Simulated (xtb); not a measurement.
xtb input (GFN2-xTB):

```bash
xtb mol.xyz --gfn 2 --ohess tight --chrg 1 --uhf 0
```
mol.xyz:
```
8

N     -1.91085393     0.20929546    -0.20254558
Si    -0.04728333    -0.00395997    -0.00139837
Cl     0.65200875     1.81669617    -0.57529796
Cl     0.22048076    -0.42945547     1.91606247
Cl     0.41094204    -1.50235276    -1.29065491
H     -2.28612259     0.97193544     0.37647782
H     -2.43892372    -0.64166209     0.03067354
H     -2.19213647     0.46303468    -1.18491624
```

End of the output:

```
       5    167.17    -0.73554 ( 99.21%)    -0.69889 (  0.79%)    -0.73525
       6    204.71    -0.62323 ( 99.65%)    -0.63890 (  0.35%)    -0.62329
   ------------------------------------------------------------------------

   temp. (K)  partition function   enthalpy   heat capacity  entropy
                                   cal/mol     cal/K/mol   cal/K/mol   J/K/mol
 298.15  VIB   124.                 3216.681     18.269     20.298
         ROT  0.148E+06              888.752      2.981     26.636
         INT  0.184E+08             4105.433     21.250     46.935
Note: The following floating-point exceptions are signalling: IEEE_UNDERFLOW_FLAG IEEE_DENORMAL
normal termination of xtb
         TR   0.180E+28             1481.254      4.968     40.937
         TOT                        5586.6873    26.2177    87.8721   367.6569

       T/K    H(0)-H(T)+PV         H(T)/Eh          T*S/Eh         G(T)/Eh
   ------------------------------------------------------------------------
    298.15    0.890295E-02    0.510217E-01    0.417509E-01    0.927086E-02
   ------------------------------------------------------------------------

         :::::::::::::::::::::::::::::::::::::::::::::::::::::
         ::                  THERMODYNAMIC                  ::
         :::::::::::::::::::::::::::::::::::::::::::::::::::::
         :: total free energy         -19.515536239639 Eh   ::
         ::.................................................::
         :: total energy              -19.524807094845 Eh   ::
         :: zero point energy           0.042118774686 Eh   ::
         :: G(RRHO) w/o ZPVE           -0.032847919480 Eh   ::
         :: G(RRHO) contrib.            0.009270855206 Eh   ::
         :::::::::::::::::::::::::::::::::::::::::::::::::::::

optimized geometry written to: xtbopt.xyz

           -------------------------------------------------
          | TOTAL ENERGY              -19.524807094845 Eh   |
          | TOTAL ENTHALPY            -19.473785367277 Eh   |
          | TOTAL FREE ENERGY         -19.515536239639 Eh   |
          | GRADIENT NORM               0.000034969012 Eh/α |
          | HOMO-LUMO GAP               5.924317605078 eV   |
           -------------------------------------------------

------------------------------------------------------------------------
------------------------------------------------------------------------
 total:
 SCF:
 ANC optimizer:
 analytical hessian:
```

It need not be the lowest isomer of its formula.
